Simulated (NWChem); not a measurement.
# GaF₃; SMILES [F][Ga]([F])[F]

Question: Give the equilibrium geometry at PBE0/def2-SVP (NWChem) as a Z-matrix, with the point group.

Answer: point group D3h; any orientation.
```
Ga
F 1 1.7274
F 1 1.7274 2 120.00
F 1 1.7274 2 120.00 3 180.00
```
